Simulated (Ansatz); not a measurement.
CH₉ClN₂Si₂, SMILES C[Si@@](N)(Cl)[SiH2]N.

Geometry optimised at r2SCAN-D4/def2-SVP. The structure was generated by enumeration; whether it is a known compound was not checked. Other conformers were not sampled.

Two levels are set side by side: PBE/def2-SVPD (Ansatz, an electronic-structure program) and CAM-B3LYP/def2-SVPD (Ansatz). Energy differences of separate SCF runs at the same geometry; the states with an electron removed or added have multiplicity 2 and 2. Differences are taken from unrounded values.

```csv
quantity,CAM-B3LYP
vertical ionisation energy (eV),8.98
vertical singlet–triplet gap (eV),5.34
```

**Question.** What does PBE give, and how far is it from CAM-B3LYP? (The exact figures need the calculation; the answer reports its results.)

**Answer.** 
| quantity | PBE | PBE minus CAM-B3LYP |
|---|---|---|
| vertical ionisation energy (eV) | 8.36 | -0.62 |
| vertical singlet–triplet gap (eV) | 4.56 | -0.78 |
